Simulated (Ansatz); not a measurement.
A set of 12 reactions (atomization), with CCSD(T)/CBS values in kJ/mol:

| reaction | ΔE |
| --- | --- |
| `[CH3][In][NH2]`• → C• + 5 H• + In• + N• | 2472.8 |
| `C=C[SiH](F)N[SiH2]Cl` → 2 C• + Cl• + F• + 7 H• + N• + 2 Si• | 5348.1 |
| `OCS[SiH3]` → C• + 6 H• + O• + S• + Si• | 3336.1 |
| `CO[SiH2]N[SiH2]F` → C• + F• + 8 H• + N• + O• + 2 Si• | 5159.1 |
| `[CH3][GeH2][Se]C` → 2 C• + Ge• + 8 H• + Se• | 4016.0 |
| `C[NH][GeH]([Cl])[Cl]` → C• + 2 Cl• + Ge• + 5 H• + N• | 3316.6 |
| `[NH][SiH2]N`• → 5 H• + 2 N• + Si• | 2505.4 |
| `[CH3][GeH]([F])[CH]=O` → 2 C• + F• + Ge• + 5 H• + O• | 3754.3 |
| `N#C[SiH2]C#N` → 2 C• + 2 H• + 2 N• + Si• | 3071.2 |
| `N=C[SiH2]CBr` → Br• + 2 C• + 6 H• + N• + Si• | 3838.4 |
| `F[C@H]1C[Si@@H]1F` → 2 C• + 2 F• + 4 H• + Si• | 3445.5 |
| `C[Si](C)(C)[Se][Si](Cl)(Cl)Cl` → 3 C• + 3 Cl• + 9 H• + Se• + 2 Si• | 6630.8 |

Computed with Ansatz on PBE0-D4/def2-TZVP structures; ΔE is electronic, products minus reactants. CCSD(T)/CBS is the MP2 limit (def2-TZVPP, def2-QZVPP) plus CCSD(T) − MP2 in def2-TZVPP, frozen cores. Small cases extrapolate CCSD(T) itself. DFT in def2-TZVPP. Open shells (•) are unrestricted, without spin–orbit coupling. Spin–orbit coupling would lower the free atoms: a little for C, Cl, F, O, S, Si; clearly for Br, Ge, Se; strongly for In. Elements past krypton have def2 core potentials. Bonds to Br, Ge, In, Se are less sure, by a few kJ/mol each and by 10 to 20 or more in all where they break to atoms, as the def2 sets lack core-valence functions. Scalar relativity is left out up to krypton. Each species was taken in one conformer, which may not be the lowest.

Give the mean, mean absolute and largest difference (level minus CCSD(T)/CBS, kJ/mol) for: PBE-D4, ωB97X-V, B2PLYP, PBE, r2SCAN, PBE0, MP2/def2-TZVPP, CCSD/def2-TZVPP, CCSD(T)/def2-TZVPP, HF/def2-QZVPP, MP2/def2-QZVPP, SCS-MP2/def2-QZVPP, HF/CBS(def2), MP2/CBS(def2). (Best estimate.)

The calculation gave: 
```tsv
level	mean	mean absolute	largest
PBE-D4	56.6	56.6	126.3
ωB97X-V	11.4	11.7	25.0
B2PLYP	-53.9	53.9	-133.3
PBE	30.3	35.6	112.2
r2SCAN	-9.1	12.9	-37.7
PBE0	-34.7	34.7	-94.8
MP2/def2-TZVPP	-48.4	51.4	-89.6
CCSD/def2-TZVPP	-171.4	171.4	-293.1
CCSD(T)/def2-TZVPP	-110.1	110.1	-190.1
HF/def2-QZVPP	-1092.0	1092.0	-1666.2
MP2/def2-QZVPP	17.0	32.4	77.8
SCS-MP2/def2-QZVPP	12.6	19.6	78.6
HF/CBS(def2)	-1091.0	1091.0	-1665.3
MP2/CBS(def2)	61.7	61.8	129.6
```

The largest T1 diagnostic in the set is 0.017, for `[CH3][In][NH2]`• (customary mark 0.045).

CCSD(T)/CBS is a level of theory with its own doubt, and the functionals carry their triple-zeta basis error, so these figures describe this set and don't rank the functionals.
